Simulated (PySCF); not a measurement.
## Removing an electron from (H2In-mu-H)3

(H2In-mu-H)3.
Structure used (PBE0-D3(BJ)/def2-SVP), in Å, numbered top down from 1:
```
atom  x, y, z in Å
In1    0.7724    1.4694   -1.1781
H2     0.7157    0.8083   -2.7601
H3     1.3308    2.9545   -0.5247
H4    -0.9769    1.2657   -0.4792
In5   -1.9414    0.0794    0.6457
H6    -3.2201   -0.5000   -0.3385
H7    -1.8625    0.7864    2.2076
H8    -0.6841   -1.3398    0.6442
In9    1.1950   -1.5711    0.5412
H10    1.4111   -2.6270   -0.7945
H11    1.7647   -1.5819    2.1596
H12    1.6109    0.1734   -0.0722
```

Level: CAM-B3LYP/def2-SVPD (PySCF). Frontier orbitals with their largest atomic shares (Löwdin; up to four atoms above 4 %):

```json
{"orbital": "HOMO−3", "ε (eV)": "-10.06", "main atoms": "In9 16 %, In1 15 %, In5 14 %, H12 14 %"}
{"orbital": "HOMO−2", "ε (eV)": "-9.91", "main atoms": "In5 24 %, H6 23 %, H3 14 %, In1 14 %"}
{"orbital": "HOMO−1", "ε (eV)": "-9.85", "main atoms": "?"}
{"orbital": "HOMO", "ε (eV)": "-9.84", "main atoms": "?"}
{"orbital": "LUMO", "ε (eV)": "-0.54", "main atoms": "In5 21 %, In1 18 %, In9 15 %, H4 9 %"}
{"orbital": "LUMO+1", "ε (eV)": "-0.50", "main atoms": "In9 21 %, In1 18 %, In5 16 %, H12 8 %"}
{"orbital": "LUMO+2", "ε (eV)": "0.05", "main atoms": "In1 22 %, In9 22 %, In5 22 %, H4 6 %"}
```

What vertical ionisation energy does ΔSCF give, and how far is −ε(HOMO) from it?

ΔSCF: 10.53 eV (1016 kJ/mol; threshold wavelength 118 nm); ⟨S²⟩ of the doublet left behind is 0.770, against 0.75 for a pure doublet. −ε(HOMO) is 9.84 eV, 0.69 eV below it. For the exact functional −ε(HOMO) would equal the first vertical ionisation energy; CAM-B3LYP (range-separated hybrid) falls short of its own ΔSCF value by 7 %.

On which atoms does the HOMO lie?

HOMO: In9 26 %, H10 23 %, H11 13 %, In1 11 %; HOMO−1: In1 18 %, H2 17 %, In5 16 %, H7 15 %. These 2 orbitals lie within 0.02 eV of one another. The HOMO−2 lies 0.07 eV lower.

And the vertical electron affinity, the fundamental gap, Mulliken's electronegativity and the hardness (with the factor ½)?

EA = 0.01 eV by ΔSCF (−ε(LUMO) = 0.54 eV). IE − EA = 10.52 eV against an orbital gap of 9.30 eV; (IE + EA)/2 = 5.27 eV; (IE − EA)/2 = 5.26 eV. Parr's electrophilicity index (IE + EA)²/[8(IE − EA)] is 1.32 eV.

What kinetic energy would electrons from this vertical process carry with He II light (40.814 eV)?

40.81 − 10.53 = 30.28 eV.

What total energies stand behind the ΔSCF value?

E(N) = -575.63779 Eh and E(N − 1) = -575.25066 Eh at the same geometry, 0.38713 Eh apart. With one more electron, E(N + 1) = -575.63819 Eh.

With α = 131.4 au, estimate the like-pair dispersion coefficient by London's formula C6 = (3/4)α²I.

I = 0.3871 Eh, so C6 ≈ 5020 au, a rough estimate.

How many of the 10 lowest singlet excitations (vertical TDDFT, same level) lie below the ionisation energy?

All 10; they run from 6.34 to 6.91 eV.

Geometry: PBE0-D3(BJ)/def2-SVP; no solvent, vibrations or thermal averaging. Atoms past krypton carry effective core potentials; spin–orbit coupling is left out.
